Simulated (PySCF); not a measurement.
PySCF job for C2H4I, SMILES C[CH]I (connectivity only; charge and spin as stated), charge +1, multiplicity 1, PBE-D3(BJ)/def2-SVP. Coordinates come from a PBE-D3(BJ)/def2-SVP optimisation. The spin state was assumed, not searched. The isomer is the one that the SMILES or the coordinates give; other isomers of the formula were not compared. The def2 effective core potentials stand for the cores of I; spin–orbit coupling is left out.

```python
import numpy as np
from pyscf import gto, scf, dft, df
from pyscf.hessian import thermo

mol = gto.M(
    atom='''
    C     0.30822279   -2.45844162   -0.00000000
    C    -0.55575281   -1.29977610   -0.00000000
    I     0.03254948    0.61255425    0.00000000
    H     0.01044413   -3.10715815    0.86665891
    H     0.01044413   -3.10715815   -0.86665891
    H     1.39513149   -2.26457447   -0.00000000
    H    -1.65596190   -1.43717817   -0.00000000
    ''',
    basis='def2-SVP',
    ecp={'I': 'def2-svp'},
    charge=1,
    spin=0,
    max_memory=1600,
    verbose=3,
)
mf = dft.RKS(mol, xc='pbe').density_fit(auxbasis='def2-universal-jkfit')
mf.disp = 'd3bj'
mf.grids.level = 3
mf.conv_tol = 1e-11
mf.max_cycle = 100
mf.kernel()

# analytic Hessian; the response equations are solved on a coarser grid
h, args, fine = mf.Hessian(), (mf.mo_energy, mf.mo_coeff, mf.mo_occ), mf.grids
h.max_memory = max(150, 2.5e-5 * df.make_auxmol(mol, mf.with_df.auxbasis).nao * mol.nelec[0] * (mol.nelec[0] + mol.nao))  # MB; small integral blocks
h1ao = h.make_h1(mf.mo_coeff, mf.mo_occ)
mf.grids = dft.Grids(mol).set(level=1).build(with_non0tab=True)
mo1, mo_e1 = h.solve_mo1(*args, h1ao)
mf.grids = fine
hess = h.hess_elec(*args, mo1, mo_e1, h1ao) + h.hess_nuc()
if mf.do_disp():
    hess += h.get_dispersion()
for i in range(mol.natm):  # the analytic DFT Hessian lacks the response of the grid: restore translational invariance
    hess[i, i] -= hess[i].sum(axis=0)
hess = (hess + hess.transpose(1, 0, 3, 2)) / 2
vib = thermo.harmonic_analysis(mol, hess, imaginary_freq=False)
thermo.dump_normal_mode(mol, vib)
th = thermo.thermo(mf, vib['freq_au'][vib['freq_au'] > 0], 298.15, 101325)
thermo.dump_thermo(mol, th)
g0 = mf.nuc_grad_method().set(verbose=0).kernel()

# dipole derivatives [dipole axis, atom, xyz] from the same response
r, irp = mol.intor('int1e_r'), mol.intor('int1e_irp').reshape(3, 3, mol.nao, mol.nao)
sl, dm0, ok = mol.aoslice_by_atom(), np.array(mf.make_rdm1()), []
dmu = np.einsum('a,xt->xat', mol.atom_charges(), np.eye(3))
for a, (_, _, p0, p1) in enumerate(sl):
    dmu[:, a] += 2 * np.einsum('xtij,ij->xt', irp[:, :, :, p0:p1], dm0.reshape(-1, mol.nao, mol.nao).sum(0)[:, p0:p1])
    for u, c, occ, f in [(mo1, mf.mo_coeff, mf.mo_occ, 4)]:
        dmu[:, a] -= f * np.einsum('tui,xuv,vi->xt', u[a], r, c[:, occ > 0], optimize=True)
L = vib['norm_mode']
ir = 974.8801 * (np.einsum('xat,kat->kx', dmu, L) ** 2).sum(1)       # km/mol
apt = np.einsum('xax->a', dmu) / 3
print('mode   freq/cm-1   IR/(km/mol)')
for k, w in enumerate(vib['freq_wavenumber']):
    print(f'{k + 1:4d} {w:11.2f} {ir[k]:13.3f}')
print('max |gradient| / (hartree/bohr):', abs(g0).max())
print('APT charges:', apt.round(4))
```

It prints:

```
converged SCF energy = -375.807451500717

WARN: DFTD3 does not support analytical Hessian, using finite difference


WARN: Mole.unit (angstrom) is changed to Bohr

Mode                                 0                   1                   2
Irrep
Freq [cm^-1]                      165.3321            306.4809            617.2247
Reduced mass [au]                   1.1343              3.2406              3.2615
Force const [Dyne/A]                0.0183              0.1793              0.7321
Char temp [K]                     237.8760            440.9578            888.0489
Normal mode                   x     y     z       x     y     z       x     y     z
       0   C                -0.00  0.00  0.00   -0.03 -0.18 -0.00    0.02 -0.08  0.00
       1   C                -0.00  0.00  0.10    0.13 -0.05  0.00   -0.15 -0.16 -0.00
       2   I                 0.00 -0.00 -0.01   -0.01  0.03 -0.00    0.01  0.03  0.00
       3   H                -0.26 -0.39 -0.39   -0.17 -0.13 -0.00    0.23 -0.16  0.01
       4   H                 0.26  0.39 -0.39   -0.17 -0.13  0.00    0.23 -0.16 -0.01
       5   H                -0.00  0.00  0.32    0.01 -0.39  0.00   -0.03  0.20 -0.00
       6   H                -0.00  0.00  0.14    0.12 -0.01  0.00   -0.16 -0.17 -0.00
Mode                                 3                   4                   5
Irrep
Freq [cm^-1]                      722.4602            890.4867            937.1371
Reduced mass [au]                   1.0744              1.7412              1.3786
Force const [Dyne/A]                0.3304              0.8135              0.7133
Char temp [K]                    1039.4594           1281.2121           1348.3316
Normal mode                   x     y     z       x     y     z       x     y     z
       0   C                 0.00  0.00 -0.06    0.00  0.00 -0.11   -0.06 -0.10 -0.00
       1   C                -0.00 -0.00 -0.04   -0.00 -0.00  0.16    0.05  0.09  0.00
       2   I                 0.00  0.00  0.00    0.00  0.00 -0.00   -0.00 -0.00 -0.00
       3   H                -0.34  0.32  0.08   -0.11  0.25  0.07    0.37 -0.11  0.12
       4   H                 0.34 -0.32  0.08    0.11 -0.25  0.07    0.37 -0.11 -0.12
       5   H                 0.00  0.00  0.29    0.00 -0.00  0.27   -0.14  0.36  0.00
       6   H                -0.00 -0.00  0.62   -0.00 -0.00 -0.55    0.01  0.48 -0.00
Mode                                 6                   7                   8
Irrep
Freq [cm^-1]                     1168.8384           1214.1764           1259.0871
Reduced mass [au]                   1.6828              1.3086              1.2881
Force const [Dyne/A]                1.3545              1.1366              1.2032
Char temp [K]                    1681.6982           1746.9296           1811.5459
Normal mode                   x     y     z       x     y     z       x     y     z
       0   C                -0.11  0.03 -0.00   -0.06  0.10  0.00    0.05  0.02  0.00
       1   C                 0.11 -0.11  0.00    0.06 -0.04 -0.00    0.01 -0.13 -0.00
       2   I                 0.00  0.00  0.00   -0.00  0.00 -0.00   -0.00  0.00 -0.00
       3   H                -0.03  0.23  0.17    0.01 -0.46 -0.38   -0.26  0.12 -0.03
       4   H                -0.03  0.23 -0.17    0.01 -0.46  0.38   -0.26  0.12  0.03
       5   H                -0.20  0.47 -0.00   -0.07  0.12  0.00    0.02  0.21  0.00
       6   H                 0.15 -0.34 -0.00    0.07  0.02  0.00   -0.09  0.73  0.00
Mode                                 9                  10                  11
Irrep
Freq [cm^-1]                     1313.4583           1402.1297           2891.3405
Reduced mass [au]                   1.0500              1.4331              1.0465
Force const [Dyne/A]                1.0673              1.6600              5.1547
Char temp [K]                    1889.7740           2017.3524           4159.9952
Normal mode                   x     y     z       x     y     z       x     y     z
       0   C                -0.00 -0.00 -0.05   -0.08  0.10 -0.00   -0.01 -0.06  0.00
       1   C                 0.00  0.00 -0.03    0.02 -0.10  0.00    0.00 -0.00  0.00
       2   I                -0.00  0.00  0.00   -0.00  0.00  0.00    0.00  0.00 -0.00
       3   H                 0.44 -0.08  0.05    0.33  0.10  0.13    0.17  0.37 -0.52
       4   H                -0.44  0.08  0.05    0.33  0.10 -0.13    0.17  0.37  0.52
       5   H                -0.00 -0.00  0.72    0.05 -0.58 -0.00   -0.27 -0.05  0.00
       6   H                 0.00 -0.00  0.14   -0.01  0.22 -0.00   -0.02 -0.01 -0.00
Mode                                12                  13                  14
Irrep
Freq [cm^-1]                     2924.9061           3088.8197           3121.8263
Reduced mass [au]                   1.0888              1.0930              1.1016
Force const [Dyne/A]                5.4880              6.1439              6.3255
Char temp [K]                    4208.2887           4444.1238           4491.6130
Normal mode                   x     y     z       x     y     z       x     y     z
       0   C                 0.00  0.00  0.08    0.02  0.00  0.00    0.08  0.03  0.00
       1   C                -0.00  0.00  0.00   -0.08 -0.01 -0.00    0.01  0.00 -0.00
       2   I                -0.00 -0.00  0.00    0.00  0.00  0.00   -0.00 -0.00  0.00
       3   H                 0.18  0.41 -0.51   -0.00 -0.01  0.01   -0.04 -0.10  0.14
       4   H                -0.18 -0.41 -0.51   -0.00 -0.01 -0.01   -0.04 -0.10 -0.14
       5   H                 0.00  0.00  0.01   -0.16 -0.03  0.00   -0.89 -0.16  0.00
       6   H                 0.00  0.00 -0.01    0.93  0.11  0.00   -0.17 -0.01 -0.00
temperature 298.1500 [K]
pressure 101325.00 [Pa]
Rotational constants [GHz] 45.07389 3.05469 2.91071
Symmetry number 1
Zero-point energy (ZPE) 0.05017 [Eh]   131731.004 [J/mol]
                           tot       elec      trans        rot        vib
Entropy [J/mol/K]       293.801      0.000    171.643    101.246     20.912
Cv [J/mol/K]             54.784      0.000     12.472     12.472     29.840
Cp [J/mol/K]             63.098      0.000     20.786     12.472     29.840
Internal energy [J/mol]                      3718.434   3718.434 135545.211
Internal energy [Eh]   -375.75299  -375.80745
Enthalpy [J/mol]                             6197.391   3718.434 135545.211
Enthalpy [Eh]          -375.75205
Gibbs free energy [J/mol]                  -44977.825 -26468.157 129310.191
Gibbs free energy [Eh] -375.78541
mode   freq/cm-1   IR/(km/mol)
   1      165.33         8.721
   2      306.48         4.763
   3      617.22        18.125
   4      722.46        18.043
   5      890.49         0.685
   6      937.14       121.738
   7     1168.84         3.409
   8     1214.18       184.278
   9     1259.09        60.161
  10     1313.46        28.121
  11     1402.13        36.015
  12     2891.34       165.656
  13     2924.91        42.671
  14     3088.82        17.629
  15     3121.83        26.402
max |gradient| / (hartree/bohr): 3.152721777094284e-05
APT charges: [-0.4502  0.5521  0.2752  0.2038  0.2038  0.1063  0.109 ]
```

The run converged.

Cost: around 40 core-seconds (rough).
